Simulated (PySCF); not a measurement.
## Electric field gradients and quadrupole coupling constants

C₅H₃F₃S.
Cartesian coordinates in Å at the GFN2-xTB level; atoms count from 1:
```xyz
12
C5H3F3S angstrom
C      3.319    0.915    0.808
C      2.412    0.346    0.261
C      1.364   -0.332   -0.385
C      0.093    0.051   -0.265
S     -1.217   -0.770   -1.115
C     -2.601   -0.038   -0.175
F     -2.537   -0.342    1.123
F     -2.614    1.294   -0.258
F     -3.759   -0.486   -0.642
H      4.112    1.408    1.285
H      1.637   -1.182   -0.995
H     -0.207    0.898    0.331
```

Field gradients from the PBE0/pcSseg-1 density (PySCF, non-relativistic), principal values in atomic units, ordered |Vxx| ≤ |Vyy| ≤ |Vzz|:

| atom | Vxx | Vyy | Vzz |
| --- | --- | --- | --- |
| S5 | 0.3861 | 2.4748 | -2.8609 |

**Question.** Find the asymmetry η = (Vxx − Vyy)/Vzz and the couplings χ = eQV/h (234.96 MHz × Q in barn × V in au), with Q(33S) = −0.0678 b.

**Answer.** 
| atom | environment | nucleus | η | χzz (MHz) | χxx (MHz) | χyy (MHz) |
| --- | --- | --- | --- | --- | --- | --- |
| S5 | sulfide sulfur | 33S | 0.73 | 45.58 | -6.15 | -39.42 |

The tensor is traceless: Vxx + Vyy + Vzz = 0.

**Question.** What is Vzz at S5 in SI units (1 au = 9.71736 × 10²¹ V/m²)?

**Answer.** -2.8609 au = -27.800 × 10²¹ V/m².

**Question.** What couplings would deuterons (Q(2H) = 0.00286 b) have in place of the hydrogens, at this geometry?

**Answer.** 
```tsv
atom	bonded to	bond length (Å)	Vzz (au)	η	χzz (kHz)
H10	C1	1.049	0.3960	0.01	266
H11	C3	1.081	0.3217	0.09	216
H12	C4	1.078	0.3228	0.10	217
```

One conformer (not necessarily the lowest) at the GFN2-xTB geometry, without solvent, vibrations or thermal averaging. GFN2-xTB bond lengths can be off by several hundredths of an ångström, more for odd bonds, and the gradients follow them. With so small a basis the couplings can be 20 % off.
